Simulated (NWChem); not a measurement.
System: BBr$_{3}$; SMILES BrB(Br)Br

Excerpt of the output:

```
             Northwest Computational Chemistry Package (NWChem) 7.3.0
             --------------------------------------------------------

 D3H symmetry detected

                             Geometry "geometry" -> ""
                             -------------------------

 Output coordinates in angstroms (scale by  1.889725989 to convert to a.u.)

  No.       Tag          Charge          X              Y              Z
 ---- ---------------- ---------- -------------- -------------- --------------
    1 B                    5.0000     0.00000000     0.00000000     0.00000000
    2 Br                  35.0000    -1.83455484     0.49156749     0.00000000
    3 Br                  35.0000     1.34298736     1.34298736     0.00000000
    4 Br                  35.0000     0.49156749    -1.83455484     0.00000000

 Effective nuclear repulsion energy (a.u.)     737.4442146094

      Symmetry information
      --------------------

 Group name             D3h
 Group number             27
 Group order              12
 No. of unique centers     2

  pbe96 is a nonlocal functional; adding pw91lda local functional.

                                 NWChem DFT Module
                                 -----------------

 Summary of "ao basis" -> "ao basis" (spherical)
 ------------------------------------------------------------------------------
       Tag                 Description            Shells   Functions and Types
 ---------------- ------------------------------  ------  ---------------------
 B                         def2-tzvpd               13       37   6s3p3d1f
 Br                        def2-tzvpd               19       57   7s6p5d1f

      Symmetry analysis of basis
      --------------------------

        a1'        35
        a1"         6
        a2'        14
        a2"        17
        e'         90
        e"         46

  Rotation of axis

            General Information
            -------------------
          SCF calculation type: DFT
          Wavefunction type:  closed shell.
          No. of atoms     :     4
          No. of electrons :   110
           Alpha electrons :    55
            Beta electrons :    55
          Charge           :     0
          Spin multiplicity:     1
          Use of symmetry is: on ; symmetry adaption is: on
          Maximum number of iterations: 150
          AO basis - number of functions:   208
                     number of shells:    70
          Convergence on energy requested:  1.00D-06
          Convergence on density requested:  1.00D-05
          Convergence on gradient requested:  5.00D-04

              XC Information
              --------------
          PerdewBurkeErnzerhof Exchange Functional  1.000
            Perdew 1991 LDA Correlation Functional  1.000 local
           PerdewBurkeErnz. Correlation Functional  1.000 non-local

             Grid Information
             ----------------
          Grid used for XC integration:  medium
          Radial quadrature: Mura-Knowles
          Angular quadrature: Lebedev.
          Tag              B.-S. Rad. Rad. Pts. Rad. Cut. Ang. Pts.
          ---              ---------- --------- --------- ---------
          B                   0.85       49          12.0       434
          Br                  1.15      112          15.0       590
          Grid pruning is: on
          Number of quadrature shells:   161
          Spatial weights used:  Erf1

      Superposition of Atomic Density Guess
      -------------------------------------

 Sum of atomic energies:       -7741.73269446

      Non-variational initial energy
      ------------------------------

 Total energy =   -7742.826261
 1-e energy   =  -12251.706119
 2-e energy   =    3771.435643
 HOMO         =      -0.357429
 LUMO         =       0.016909

      Symmetry analysis of molecular orbitals - initial
      -------------------------------------------------

  Numbering of irreducible representations:

     1 a1'         2 a1"         3 a2'         4 a2"         5 e'
     6 e"

  Orbital symmetries:

     1 a1'         2 e'          3 e'          4 a1'         5 e'
     6 e'          7 a1'         8 e'          9 e'         10 e'
    11 e'         12 e"         13 e"         14 a2'        15 a2"
    16 a1'        17 e'         18 e'         19 a1'        20 a1'
    21 e'         22 e'         23 e'         24 e'         25 a2"
    26 a2'        27 e"         28 e"         29 a1'        30 e'
    31 e'         32 e'         33 e'         34 a2"        35 e"
    36 e"         37 a2'        38 a1'        39 e"         40 e"
    41 e'         42 e'         43 a1"        44 a1'        45 e'
    46 e'         47 a1'        48 e'         49 e'         50 a2"
    51 e"         52 e"         53 e'         54 e'         55 a2'
    56 a2"        57 a1'        58 e'         59 e'         60 a1'
    61 a2"        62 e'         63 e'         64 e"         65 e"

------------------------------------------------------------
EAF file 0: "./job.aoints.0" size=150994944 bytes
------------------------------------------------------------
               write      read    awrite     aread      wait
               -----      ----    ------     -----      ----
     calls:      288         0         0         0         0
   data(b): 1.51e+08  0.00e+00  0.00e+00  0.00e+00
   time(s): 0.00e+00  0.00e+00  0.00e+00  0.00e+00  0.00e+00
rate(mb/s): 0.00e+00  0.00e+00
------------------------------------------------------------

     ---------------------------------------------
      Total Density - Mulliken Population Analysis
     ---------------------------------------------

    Atom       Charge   Shell Charges
 -----------   ------   -------------------------------------------------------
    1 B    5     3.83   0.91  1.07  0.48  0.46 -0.13 -0.06  0.52  0.61 -0.18  0.04  0.16 -0.06  0.02
    2 Br  35    35.39   2.00  2.00  1.16  0.77  1.00  1.00  0.11  6.00  5.94  1.30  2.85  1.20  0.02  8.98  1.03 -0.02  0.03  0.00  0.00
    3 Br  35    35.39   2.00  2.00  1.16  0.77  1.00  1.00  0.11  6.00  5.94  1.30  2.85  1.20  0.02  8.98  1.03 -0.02  0.03  0.00  0.00
    4 Br  35    35.39   2.00  2.00  1.16  0.77  1.00  1.00  0.11  6.00  5.94  1.30  2.85  1.20  0.02  8.98  1.03 -0.02  0.03  0.00  0.00

   convergence    iter        energy       DeltaE   RMS-Dens  Diis-err
 ---------------- ----- ----------------- --------- --------- ---------
 d= 0,ls=0.0,diis     1  -7746.1095473501 -8.48D+03  7.33D-03  2.32D+00
 d= 0,ls=0.0,diis     2  -7745.6801999619  4.29D-01  6.60D-03  4.52D+00
 d= 0,ls=0.0,diis     3  -7746.1347477246 -4.55D-01  2.40D-03  6.42D-01
 d= 0,ls=0.0,diis     4  -7746.2294077071 -9.47D-02  4.15D-04  3.11D-02
 d= 0,ls=0.0,diis     5  -7746.2334562138 -4.05D-03  1.04D-04  1.28D-03
  Resetting Diis
 d= 0,ls=0.0,diis     6  -7746.2335566257 -1.00D-04  2.64D-05  5.85D-05
 d= 0,ls=0.0,diis     7  -7746.2335644483 -7.82D-06  6.47D-06  1.16D-06
 d= 0,ls=0.0,diis     8  -7746.2335641695  2.79D-07  4.96D-06  2.99D-06

         Total DFT energy =    -7746.233564169545
      One electron energy =   -12250.242123478938
           Coulomb energy =     4043.358725490152
    Exchange-Corr. energy =     -276.794380790171
 Nuclear repulsion energy =      737.444214609413

 Numeric. integr. density =      109.999994729730

                  Occupations of the irreducible representations
                  ----------------------------------------------

                     irrep           alpha         beta
                     --------     --------     --------
                     a1'              10.0         10.0
                     a1"               1.0          1.0
                     a2'               4.0          4.0
                     a2"               4.0          4.0
                     e'               26.0         26.0
                     e"               10.0         10.0

                       DFT Final Molecular Orbital Analysis
                       ------------------------------------

 Vector   53  Occ=2.000000D+00  E=-2.860282D-01  Symmetry=e"
              MO Center=  8.6D-01, -3.2D-01,  1.0D-13, r^2= 4.2D+00
   Bfn.  Coefficient  Atom+Function         Bfn.  Coefficient  Atom+Function
  ----- ------------  ---------------      ----- ------------  ---------------
   170     -0.386423  4 Br pz               113      0.366295  3 Br pz
   164      0.267320  4 Br pz               107     -0.253397  3 Br pz
   167     -0.244408  4 Br pz               110      0.231677  3 Br pz
   173     -0.216525  4 Br pz               116      0.205247  3 Br pz
   161     -0.081541  4 Br pz               104      0.077294  3 Br pz

 Vector   54  Occ=2.000000D+00  E=-2.860282D-01  Symmetry=e"
              MO Center= -8.6D-01,  3.2D-01,  2.2D-15, r^2= 4.2D+00
   Bfn.  Coefficient  Atom+Function         Bfn.  Coefficient  Atom+Function
  ----- ------------  ---------------      ----- ------------  ---------------
    56      0.434582  2 Br pz                50     -0.300636  2 Br pz
    53      0.274868  2 Br pz                59      0.243510  2 Br pz
   113     -0.234722  3 Br pz               170     -0.199860  4 Br pz
   107      0.162376  3 Br pz               110     -0.148459  3 Br pz
   164      0.138260  4 Br pz               116     -0.131522  3 Br pz

 Vector   55  Occ=2.000000D+00  E=-2.587544D-01  Symmetry=a2'
              MO Center=  5.4D-15,  8.7D-14,  1.6D-16, r^2= 5.2D+00
   Bfn.  Coefficient  Atom+Function         Bfn.  Coefficient  Atom+Function
  ----- ------------  ---------------      ----- ------------  ---------------
    55      0.313206  2 Br py               168     -0.313206  4 Br px
   111      0.229283  3 Br px               112     -0.229283  3 Br py
    49     -0.214468  2 Br py               162      0.214468  4 Br px
    52      0.198106  2 Br py               165     -0.198106  4 Br px
    58      0.183902  2 Br py               171     -0.183902  4 Br px

[...]
```

Level: PBE/def2-TZVPD. The geometry was optimised at PBE0/def2-SVP.

Q: Which NWChem input produces such a log?

A: One answer among several that fit: the input that was run:
```
start job
memory heap 200 mb stack 900 mb global 1100 mb
geometry units angstroms noautoz
  B      0.000000     0.000000    -0.002844
  Br    -1.882973    -0.248280    -0.002836
  Br     0.726470     1.754842    -0.002836
  Br     1.156503    -1.506563    -0.002836
end
basis spherical
  * library def2-tzvpd
end
dft
  xc xpbe96 cpbe96
  iterations 150
  semidirect filesize 400000000
  mulliken
end
task dft energy
```
